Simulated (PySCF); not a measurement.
Point-charge models of `O=CO[SiH2]CC(F)=C(F)F` against its computed dipole.

Coordinates (GFN2-xTB, Å) and charges (e) from the PBE0/pcSseg-1 density (PySCF):

```tsv
atom	x	y	z	Mulliken	IAO	Hirshfeld	ESP-fitted
O1	3.659	-0.949	0.179	-0.3946	-0.4339	-0.2428	-0.5240
C2	3.317	0.043	-0.387	+0.4470	+0.4131	+0.1856	+0.6634
O3	2.069	0.393	-0.601	-0.5595	-0.5810	-0.1860	-0.5194
Si4	0.803	-0.556	-0.071	+0.8237	+0.9956	+0.4100	+0.7876
C5	-0.670	0.515	-0.656	-0.4959	-0.5705	-0.1677	-0.5958
C6	-1.945	-0.127	-0.276	+0.0643	+0.1908	+0.0409	+0.0809
F7	-2.184	-1.326	-0.848	-0.2704	-0.2672	-0.0790	-0.1458
C8	-2.835	0.341	0.590	+0.5428	+0.4885	+0.1366	+0.2838
F9	-2.689	1.511	1.211	-0.2476	-0.2486	-0.0671	-0.1297
F10	-3.961	-0.254	0.963	-0.2387	-0.2337	-0.0698	-0.1282
H11	4.015	0.790	-0.801	+0.1111	+0.1329	+0.0648	+0.0200
H12	0.844	-1.845	-0.749	-0.0606	-0.1189	-0.0658	-0.1010
H13	0.838	-0.654	1.384	-0.0689	-0.1242	-0.0679	-0.1119
H14	-0.635	0.611	-1.742	+0.1773	+0.1747	+0.0538	+0.2200
H15	-0.630	1.515	-0.228	+0.1701	+0.1825	+0.0545	+0.2001
```

**Question.** What dipole does each set of charges give (1 e·Å = 4.803 D), and what does the density give?

**Answer.** The full density gives (0.41, 1.97, -1.15) D, 2.31 D in size; dipole vectors point from the negative to the positive end.

```json
{"scheme": "Mulliken", "μx": "2.55", "μy": "1.40", "μz": "-0.60", "size (D)": "2.97", "share of the full size (%)": "128", "angle to the full dipole (°)": "49"}
{"scheme": "IAO", "μx": "1.38", "μy": "1.55", "μz": "-0.88", "size (D)": "2.25", "share of the full size (%)": "97", "angle to the full dipole (°)": "28"}
{"scheme": "Hirshfeld", "μx": "0.13", "μy": "1.18", "μz": "-0.66", "size (D)": "1.36", "share of the full size (%)": "59", "angle to the full dipole (°)": "5"}
{"scheme": "ESP-fitted", "μx": "0.43", "μy": "1.95", "μz": "-1.15", "size (D)": "2.30", "share of the full size (%)": "99", "angle to the full dipole (°)": "1"}
```

**Question.** Which set comes closest?

**Answer.** Length of the difference vector: ESP-fitted 0.02 D, Hirshfeld 0.97 D, IAO 1.09 D, Mulliken 2.28 D. Closest: ESP-fitted. The schemes that divide the density aren't constrained to reproduce the dipole.

**Question.** What is left for the Hirshfeld atoms' own dipoles?

**Answer.** The Hirshfeld atoms' densities add up to the full density, so μ = Σ q r + Σ (atomic dipoles). The atomic dipoles sum to (0.41, 1.97, -1.15) − (0.13, 1.18, -0.66) = (0.28, 0.79, -0.49) D, 0.97 D in size.

**Question.** With the origin at the mean of the coordinates, (0.000, 0.001, -0.136) Å, which are the largest single terms, by size, of the Mulliken dipole along the direction of the full one?

**Answer.** O3 -2.51, F10 +1.68, C2 +1.61, F7 +1.51, C8 -1.50 D; all 15 atoms together +1.94 D. The single terms depend on the origin, their sum doesn't.

**Question.** Give the size of the full dipole in other units.

**Answer.** 2.31 D = 0.911 au = 0.482 e·Å = 7.72 × 10⁻³⁰ C·m.

Geometry: GFN2-xTB, one conformer, isolated molecule.

These values come from a run that also computed NMR shieldings. The run took 76 s wall (grids of density and orbitals included) on Arm Neoverse N1, one thread, shared host with 64 logical CPUs at a one-minute load of 58, and the process peaked at 1.0 GiB of memory.

The values belong to the conformer `[O:1]=[CH:2][O:3][SiH2:4][CH2:5][C:6]([F:7])=[C:8]([F:9])[F:10]`: O1–C2–O3–Si4 0°, C2–O3–Si4–C5 179°, O3–Si4–C5–C6 -179°, Si4–C5–C6–F7 -63°.
